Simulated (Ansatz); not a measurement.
`BBC=N`, charge 0, multiplicity 1.

(1) Give a relaxed structure at PBE0-D4/def2-TZVP (the Gaussian-basis code of Ansatz). (An estimate is asked.)

Answers

(1) The calculation gave: 
Z-matrix (Å, degrees):
```
B
B 1 1.634
H 1 1.199 2 121.5
H 1 1.199 2 122.2 3 179.7
C 2 1.562 1 122.8 3 -95.2
H 2 1.203 1 121.0 3 85.9
N 5 1.274 2 124.8 1 -74.1
H 5 1.099 2 119.1 1 109.1
H 7 1.023 5 111.5 2 3.6
```
This is one stationary point; other conformers may exist.
